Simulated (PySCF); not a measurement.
# ECD: `F[SiH2][C@@H]1C[C@@H](O[SiH3])O1`, C3H9FO2Si2

Molfile (atoms numbered from 1):
```
C3H9FO2Si2
     RDKit          3D

 17 17  0  0  0  0  0  0  0  0999 V2000
   -3.6551   -0.5473   -0.4232 F   0  0  0  0  0  0  0  0  0  0  0  0
   -2.6714   -0.0766    0.7672 Si  0  0  0  0  0  4  0  0  0  0  0  0
   -0.9539    0.1460   -0.0160 C   0  0  2  0  0  0  0  0  0  0  0  0
   -0.1253   -1.1107   -0.3170 C   0  0  0  0  0  0  0  0  0  0  0  0
    0.7690   -0.6262    0.8315 C   0  0  1  0  0  0  0  0  0  0  0  0
    2.0668   -0.3596    0.5088 O   0  0  0  0  0  0  0  0  0  0  0  0
    2.5840    1.1258    0.0558 Si  0  0  0  0  0  4  0  0  0  0  0  0
   -0.0151    0.5409    1.0211 O   0  0  0  0  0  0  0  0  0  0  0  0
   -2.6752   -1.1749    1.7210 H   0  0  0  0  0  0  0  0  0  0  0  0
   -3.1944    1.1841    1.2626 H   0  0  0  0  0  0  0  0  0  0  0  0
   -0.9382    0.8823   -0.8270 H   0  0  0  0  0  0  0  0  0  0  0  0
   -0.6183   -2.0666   -0.1604 H   0  0  0  0  0  0  0  0  0  0  0  0
    0.3873   -1.1046   -1.2757 H   0  0  0  0  0  0  0  0  0  0  0  0
    0.7621   -1.2619    1.7304 H   0  0  0  0  0  0  0  0  0  0  0  0
    1.8784    1.5989   -1.1402 H   0  0  0  0  0  0  0  0  0  0  0  0
    3.9634    0.7599   -0.2283 H   0  0  0  0  0  0  0  0  0  0  0  0
    2.4289    2.1025    1.1290 H   0  0  0  0  0  0  0  0  0  0  0  0
  1  2  1  0
  2  3  1  0
  3  4  1  0
  4  5  1  0
  5  6  1  0
  6  7  1  0
  5  8  1  0
  8  3  1  0
  2  9  1  0
  2 10  1  0
  3 11  1  6
  4 12  1  0
  4 13  1  0
  5 14  1  1
  7 15  1  0
  7 16  1  0
  7 17  1  0
M  END
```

Computed, not measured: TDDFT BHandHLYP/def2-SVPD circular dichroism and optical rotation, one conformer, gas phase (PySCF). Geometry: GFN2-xTB.

The molecule is flexible and this is one conformer; a measurement averages over conformers. Singlets 5 and 6 lie within 0.01 eV of each other, so their separate moments and overlaps can depend on how they mix.

Q: Assign R or S to each stereocentre.

A: C3 R, C5 R.

Q: List the lowest 12 singlet excitations with oscillator and rotatory strengths.

A: Rotatory strengths R in 10⁻⁴⁰ esu² cm², velocity form and length form (origin at the centre of mass); f in length form.
| state | E (eV) | λ (nm) | f | R (velocity) | R (length) | main |
| --- | --- | --- | --- | --- | --- | --- |
| 1 | 6.93 | 179 | 0.0006 | +3.1 | +2.6 | HOMO→LUMO 0.78, HOMO−1→LUMO 0.11 |
| 2 | 7.67 | 162 | 0.014 | +23.5 | +23.3 | HOMO−1→LUMO 0.46, HOMO→LUMO+1 0.13 |
| 3 | 7.95 | 156 | 0.010 | +2.9 | +2.4 | HOMO→LUMO+1 0.44, HOMO−1→LUMO+1 0.21 |
| 4 | 8.00 | 155 | 0.014 | -70.7 | -67.7 | HOMO−1→LUMO 0.23, HOMO→LUMO+1 0.23 |
| 5 | 8.40 | 148 | 0.021 | -10.1 | -8.9 | HOMO−1→LUMO+2 0.29, HOMO−1→LUMO+1 0.17 |
| 6 | 8.40 | 148 | 0.022 | -38.9 | -37.1 | HOMO→LUMO+2 0.40, HOMO−1→LUMO+1 0.36 |
| 7 | 8.58 | 144 | 0.002 | +19.4 | +18.4 | HOMO→LUMO+3 0.30, HOMO→LUMO+4 0.15 |
| 8 | 8.61 | 144 | 0.020 | +9.5 | +9.6 | HOMO−2→LUMO 0.28, HOMO−3→LUMO 0.17 |
| 9 | 8.73 | 142 | 0.006 | +11.4 | +11.3 | HOMO−2→LUMO+2 0.17, HOMO→LUMO+6 0.16 |
| 10 | 8.81 | 141 | 0.102 | -129.8 | -126.0 | HOMO−5→LUMO 0.20, HOMO−1→LUMO+4 0.12 |
| 11 | 8.84 | 140 | 0.006 | -8.1 | -8.6 | HOMO−1→LUMO+4 0.22, HOMO−1→LUMO+5 0.19 |
| 12 | 8.88 | 140 | 0.011 | +26.9 | +25.5 | HOMO−1→LUMO+3 0.33, HOMO→LUMO+3 0.13 |

Among the states computed, the strongest CD band (largest |R|) is state 10. The largest dissymmetry factor in size, g = 4R/(D+G), with D and G the electric and magnetic dipole strengths, is +0.12 for state 7 (velocity form, f = 0.002), among bands with |R| over 0.5. The mirror image has the same energies and oscillator strengths and all R with the opposite sign.
